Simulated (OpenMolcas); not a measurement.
## As+: effect of correlating more closed shells

| Quantity | Value |
| --- | --- |
| Program | OpenMolcas 26.06 |
| Basis | ANO-RCC-VTZP [6s5p3d1f] |
| Scalar Hamiltonian | DKH2, point nucleus |
| Active space | 4 electrons in 4 orbitals (4s 4p) |
| State averaging | 2S+1 = 3 even, 3 roots; 2S+1 = 1 even, 6 roots; 2S+1 = 5 odd, 1 root; 2S+1 = 3 odd, 9 roots; 2S+1 = 1 odd, 8 roots |
| Spin-orbit coupling | RASSI with atomic mean-field integrals over the reference wave functions, term energies averaged over their components |

Methods on the same reference wave functions:
A. CASSCF
B. SS-CASPT2, IPEA 0.25 Eh, imaginary shift 0.1 Eh (closed shells correlated: none)
C. SS-CASPT2, IPEA 0.25 Eh, imaginary shift 0.1 Eh (closed shells correlated: 3d)
D. SS-CASPT2, IPEA 0.25 Eh, imaginary shift 0.1 Eh (closed shells correlated: 3s 3p 3d)

Energies in eV above 4s² 4p² ³P₀, the measured ground level; measured values from NIST Handbook of Basic Atomic Spectroscopic Data.

```
      Level        A       B       C       D  Measured
4s² 4p² ³P₀   0.0000  0.0000  0.0000  0.0000    0.0000
4s² 4p² ³P₁   0.1164  0.1175  0.1171  0.1172    0.1319
4s² 4p² ³P₂   0.2865   0.283   0.283   0.283    0.3151
4s² 4p² ¹D₂   1.5560   1.218   1.226   1.222    1.2517
4s² 4p² ¹S₀   2.7578   2.645   2.679   2.675    2.8019
4s 4p³ ⁵S°₂   5.3037   6.069   6.138   6.173    6.7965
4s 4p³ ³D°₂   9.9364   8.796   8.859   8.877    9.1578
4s 4p³ ³D°₁   9.9405   8.797   8.861   8.879    9.1438
4s 4p³ ³D°₃   9.9552   8.810   8.873   8.891    9.2051
4s 4p³ ³P°₀  11.2914  10.579  10.652  10.668          
4s 4p³ ³P°₁  11.2993  10.584  10.657  10.673          
4s 4p³ ³P°₂  11.3120  10.595  10.668  10.683          
4s 4p³ ¹D°₂  14.9761  13.151  13.153  13.153
```

Deviations, from unrounded energies. A percentage is the sum of absolute deviations over the sum of measured energies, with the sign that they share, or ± where signs differ.

```
                        Against measurement  Levels      A      B      C      D
             mean absolute deviation (cm-1)       8   4200   2100   1800   1700
      fine structure of the ground term (%)       2   -9.9  -10.5  -10.6  -10.6
other terms of the ground configuration (%)       2   ±8.6   -4.7   -3.7   -3.9
                   other configurations (%)       4  ±11.1   -5.3   -4.6   -4.3
```

C, D lie about equally close to measurement and A furthest from it. The largest miss of D in the table is 4s 4p³ ⁵S°₂, by -5000 cm-1. The ranking rests on the paired levels alone, and a cruder setting can come out closer through cancelling errors.

Among B to D the level of the table that moves most is 4s 4p³ ⁵S°₂, by 840 cm-1 (lowest in B, highest in D). Moves below CASPT2's spread within the term are not significant.

The mean deviations of B to D differ by less than CASPT2's widest spread within a term (1700 cm-1), so their order carries little weight.

From A to B the spin-free energies of the other terms of 4s² 4p² shown, above ³P, scale by factors of 0.74 to 0.95.

The lowest spin-free term lies below A's lowest term by 0.049 hartree in B, 0.099 hartree in C, 0.125 hartree in D.

What an inner shell adds also hangs on whether the basis holds functions to correlate it.

CASPT2 does not keep the components of a term degenerate, so their means are used; among the terms shown or strongly mixed into the levels shown the widest spread is 1700 cm-1 (4s 4p³ ¹D°, D). Over all roots computed the reference weight is 0.86 to 0.99 in B, 0.86 to 0.98 in C, 0.85 to 0.98 in D; the roots of lowest weight are the least certain, and an intruder state may touch them. Terms of s pⁿ other than that of highest spin mix with s² pⁿ⁻² d, which this space lacks; all of them can be thousands of cm-1 off, and some have no real level of that name. Without dynamic correlation excited terms often stand tens of per cent too high (terms of higher spin than the ground term too low), and those without a measured partner can miss by more than the paired ones (holds for A). Measured partners are found by configuration, term and J. A level has none where our copy of the source lacks it or the pairing is in doubt (some pairs that miss far off the trend of their configuration count as doubtful), and it then counts in no deviation. Only configurations of the active space appear. The table leaves out levels that lie high or whose names do not pair safely across all columns.

° marks odd parity.
